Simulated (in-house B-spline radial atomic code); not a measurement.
Lu²⁺. Computed with a B-spline radial atomic code. Model: non-relativistic spherical atom: semilocal Troullier-Martins pseudo-atom, one channel per l, against all electrons, high spin, G0W0 and RPA with empty states to l = 8, local potential for every l without a channel, a model core (radius 0 = none) keeps its share of the functional.

Without relativity these are model numbers for so heavy an element.

What the tables leave out is listed at the end.

The pseudopotential gives back the lowest level of each angular momentum of its own functional in the configuration it was made in; a second state of the same l is only approximately right. Exact exchange, RPA and GW see the smooth pseudo-orbitals and miss the exchange with the core, for which the functional's share stands in. The column with an uncorrelated core keeps all orbitals and exact exchange, and so separates missing core correlation from pseudisation. Only the three outermost levels and the lowest empty one were computed. RPA here is direct RPA, with no exchange kernel, and its energies carry an (l + 1/2)⁻⁴ tail. A hybrid on a potential with a model core restores only its own semilocal share of the core's exchange.

Command:
```bash
python run_psgw.py task.json out
```
Settings (lengths in bohr, energies in hartree):
```
Z                      71
electrons              69
configuration          [Xe] 4f14 6s1
generated_in           [Xe] 4f14 6s1
functional             pbe,pbe
core_shells            9
radius_factor          0.9
core_correction        False
ion_configuration      [Xe] 4f14
```

Run time, properties included: 89 s on 1 thread of Arm Neoverse N1, on a shared host.

Given: made with PBE; model core radius 0 bohr; local radius 1.087 bohr; mean-field start PBE0.

Valence shells of the generating configuration: 5s, 5p, 4f, 6s.

Channel: s 1.015, p 1.118, d 1.497, f 1.416 (radii in bohr).

Computed: largest level miss in the spin-unpolarised generating configuration 0.149 eV; valence RPA correlation energy all-electron orbitals -1.7421 hartree; valence RPA correlation energy pseudo -2.4614 hartree; all-electron RPA polarisability, core included 26.066 bohr³; ionisation by mean-field all-electron 19.621 eV; ionisation by RPA all-electron 20.126 eV; ionisation by RPA pseudo minus all 0.383 eV.

```
        level  occupied  mean-field all-electron (eV)  mean-field pseudo minus all (eV)  G0W0 all-electron (eV)  G0W0 uncorrelated core minus all (eV)  G0W0 pseudo minus all (eV)  exchange self-energy all-electron (eV)  exchange self-energy pseudo (eV)
        6s up         1                       -17.402                            -0.182                 -20.135                                  0.004                      -0.241                                 -9.8042                           -9.3901
      4f down         ?                             ?                                 ?                       ?                                      ?                           ?                                       ?                                 ?
        4f up         1                        -36.29                             2.111                 -42.305                                 -0.191                       7.664                                 -80.639                           -44.314
5d up (empty)         0                       -16.678                            -0.309                 -13.617                                 -0.028                      -0.321                                 -8.8633                           -8.2927
```

Problem. What belongs in the row 4f down?

Solution. occupied: 1; mean-field all-electron (eV): -36.26; mean-field pseudo minus all (eV): 2.142; G0W0 all-electron (eV): -42.28; G0W0 uncorrelated core minus all (eV): -0.191; G0W0 pseudo minus all (eV): 7.68; exchange self-energy all-electron (eV): -80.663; exchange self-energy pseudo (eV): -44.257.

Problem. What is the ionisation by mean-field pseudo minus all?

Solution. 0.22 eV.

Problem. What is the pseudo-atom RPA polarisability?

Solution. 25.159 bohr³.

Given: mean-field start Hartree-Fock.

Computed: valence RPA correlation energy all-electron orbitals -1.529 hartree; all-electron RPA polarisability, core included 20.479 bohr³; pseudo-atom RPA polarisability 19.792 bohr³; ionisation by mean-field all-electron 18.714 eV; ionisation by mean-field pseudo minus all 0.263 eV; ionisation by RPA all-electron 19.692 eV.

| level | occupied | mean-field all-electron (eV) | mean-field pseudo minus all (eV) | G0W0 all-electron (eV) | G0W0 uncorrelated core minus all (eV) | G0W0 pseudo minus all (eV) | exchange self-energy all-electron (eV) | exchange self-energy pseudo (eV) |
| --- | --- | --- | --- | --- | --- | --- | --- | --- |
| 6s up | 1 | -18.748 | -0.264 | -19.834 | 0.005 | -0.369 | -9.231 | -8.8929 |
| 4f down | 1 | -46.53 | 8.897 | -42.845 | -0.261 | 5.451 | -81.66 | -43.75 |
| 4f up | ? | ? | ? | ? | ? | ? | ? | ? |
| 5d up (empty) | 0 | -12.021 | -1.031 | -13.51 | -0.02 | -0.583 | -7.2024 | -7.7705 |

Problem. What belongs in the row 4f up?

Solution. occupied: 1; mean-field all-electron (eV): -46.555; mean-field pseudo minus all (eV): 8.851; G0W0 all-electron (eV): -42.871; G0W0 uncorrelated core minus all (eV): -0.262; G0W0 pseudo minus all (eV): 5.418; exchange self-energy all-electron (eV): -81.668; exchange self-energy pseudo (eV): -43.816.

Problem. What is the ionisation by RPA pseudo minus all?

Solution. 0.363 eV.

Problem. What is the valence RPA correlation energy pseudo?

Solution. -2.2832 hartree.

Among the listed levels the largest G0W0 shift of the pseudo-atom is +7.68 eV, for 4f down on the PBE0 start, while leaving the core uncorrelated moves that level by -0.19 eV. So pseudisation and the lost core exchange, not the missing core correlation, make the error. Not in the tables (levels of low weight, unsolved or above zero; the highest and the empty levels are kept at any weight): the PBE start was refused, since an empty level lay at or below an occupied one.
